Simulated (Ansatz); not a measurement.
All values below come from PBE0-D3(BJ)/def2-TZVP run with Ansatz (a first-principles code). No frequencies were computed at this level.

Ansatz 0.2 input:
```yaml
crystal:
  periodic: [false, false, false]
  atoms:
    - { symbol: N, position_ang: [0.6575, -0.02886, 0.194642] }
    - { symbol: C, position_ang: [-0.632643, 0.027588, -0.187191] }
    - { symbol: O, position_ang: [-1.559369, 0.219461, 0.552903] }
    - { symbol: H, position_ang: [0.87921, 0.096985, 1.169709] }
    - { symbol: H, position_ang: [1.40631, -0.19121, -0.453492] }
    - { symbol: H, position_ang: [-0.751009, -0.123964, -1.276572] }
basis:
  gaussian: { orbitals: def2-tzvp }
hamiltonian:
  xc: pbe0
  dispersion: d3bj
relax:
  max_steps: 150
```

Output:

```
Functional definition: PBE0
618 factors; their error is unknown
mean field evaluation 1: about -4613.9996 eV, gradient 5.8e1 eV
mean field evaluation 2: about -4607.5301 eV, gradient 8.2e1 eV
mean field evaluation 4: about -4619.8245 eV, gradient 4.5e0 eV
mean field evaluation 8: about -4619.8678 eV, gradient 3.4e-1 eV
mean field -4619.86792890 eV, -169.7770149282 hartree, gradient 2.3e-5 eV, S^2 0.000000; 0 other end points of the search recorded, 0 dependent functions left out
reference -4619.86795068 eV, -169.7770157283 hartree; 12, 12 occupied and 99, 99 virtual orbitals, 618 factors
relax step   1: F+E_penalty+E_count = -4619.92463107 eV  Δ(F+E_penalty+E_count) = +0.000e0 eV  max|allowed force component| = 3.374e-1 eV/Å  Δτ_max = 0.0000 Å  (26 SCF iters, accepted)
these checks for a lower state are left out or cut short: starts, cluster_reference, orbital_swaps, neighbouring_geometries, increment
618 factors; their error is unknown
mean field evaluation 16: about -4619.8621 eV, gradient 6.3e-1 eV
mean field -4619.87006487 eV, -169.7770934237 hartree, gradient 1.4e-5 eV, S^2 0.000000; 0 other end points of the search recorded, 0 dependent functions left out
reference -4619.87008666 eV, -169.7770942243 hartree; 12, 12 occupied and 99, 99 virtual orbitals, 618 factors
relax step   2: F+E_penalty+E_count = -4619.92674495 eV  Δ(F+E_penalty+E_count) = -2.114e-3 eV  max|allowed force component| = 1.372e-1 eV/Å  Δτ_max = 0.0042 Å  (32 SCF iters, accepted)
these checks for a lower state are left out or cut short: starts, cluster_reference, orbital_swaps, neighbouring_geometries, increment
618 factors; their error is unknown
mean field -4619.87049416 eV, -169.7771091998 hartree, gradient 1.4e-5 eV, S^2 0.000000; 0 other end points of the search recorded, 0 dependent functions left out
reference -4619.87051596 eV, -169.7771100007 hartree; 12, 12 occupied and 99, 99 virtual orbitals, 618 factors
relax step   3: F+E_penalty+E_count = -4619.92716663 eV  Δ(F+E_penalty+E_count) = -4.217e-4 eV  max|allowed force component| = 7.095e-2 eV/Å  Δτ_max = 0.0042 Å  (32 SCF iters, accepted)
these checks for a lower state are left out or cut short: starts, cluster_reference, orbital_swaps, neighbouring_geometries, increment
618 factors; their error is unknown
mean field evaluation 32: about -4619.8704 eV, gradient 3.3e-1 eV
mean field -4619.87052526 eV, -169.7771103426 hartree, gradient 1.4e-5 eV, S^2 0.000000; 0 other end points of the search recorded, 0 dependent functions left out
reference -4619.87054706 eV, -169.7771111435 hartree; 12, 12 occupied and 99, 99 virtual orbitals, 618 factors
relax step   4: F+E_penalty+E_count = -4619.92719782 eV  Δ(F+E_penalty+E_count) = -3.119e-5 eV  max|allowed force component| = 6.933e-2 eV/Å  Δτ_max = 0.0015 Å  (33 SCF iters, accepted)
these checks for a lower state are left out or cut short: starts, cluster_reference, orbital_swaps, neighbouring_geometries, increment
618 factors; their error is unknown
mean field -4619.87036654 eV, -169.7771045096 hartree, gradient 1.4e-5 eV, S^2 0.000000; 0 other end points of the search recorded, 0 dependent functions left out
reference -4619.87038834 eV, -169.7771053109 hartree; 12, 12 occupied and 99, 99 virtual orbitals, 618 factors
relax step   5: F+E_penalty+E_count = -4619.92703685 eV  Δ(F+E_penalty+E_count) = +1.610e-4 eV  max|allowed force component| = 8.246e-2 eV/Å  Δτ_max = 0.0073 Å  (32 SCF iters, rejected (line search))
these checks for a lower state are left out or cut short: starts, cluster_reference, orbital_swaps, neighbouring_geometries, increment
618 factors; their error is unknown
mean field -4619.87074060 eV, -169.7771182563 hartree, gradient 1.4e-5 eV, S^2 0.000000; 0 other end points of the search recorded, 0 dependent functions left out
reference -4619.87076240 eV, -169.7771190574 hartree; 12, 12 occupied and 99, 99 virtual orbitals, 618 factors
relax step   6: F+E_penalty+E_count = -4619.92741684 eV  Δ(F+E_penalty+E_count) = -2.190e-4 eV  max|allowed force component| = 1.246e-3 eV/Å  Δτ_max = 0.0034 Å  (32 SCF iters, accepted)
618 factors; their error is unknown
mean field evaluation 64: about -4619.8633 eV, gradient 4.6e-2 eV
mean field -4619.87074060 eV, -169.7771182563 hartree, gradient 1.4e-5 eV, S^2 0.000000; 1 other end points of the search recorded, 0 dependent functions left out
reference -4619.87076240 eV, -169.7771190574 hartree; 12, 12 occupied and 99, 99 virtual orbitals, 618 factors
Total energy: -4619.92743864 eV, -169.7792018708 hartree
Atom 0 at     0.661177    -0.028121     0.201828 Å, force    -0.001246     0.000206     0.000204 eV/Å
Atom 1 at    -0.631207     0.027558    -0.187443 Å, force    -0.000522     0.000293     0.000126 eV/Å
Atom 2 at    -1.566990     0.219428     0.548672 Å, force     0.000222     0.000055     0.000303 eV/Å
Atom 3 at     0.888205     0.096836     1.174012 Å, force     0.000708    -0.000134     0.000857 eV/Å
Atom 4 at     1.397843    -0.191347    -0.459365 Å, force     0.000401    -0.000025    -0.000653 eV/Å
Atom 5 at    -0.749029    -0.124354    -1.277705 Å, force     0.000438    -0.000395    -0.000836 eV/Å
Dipole moment:     0.776776    -0.107589    -0.264297 e Å
```

Cost: around 9 core-seconds (rough).
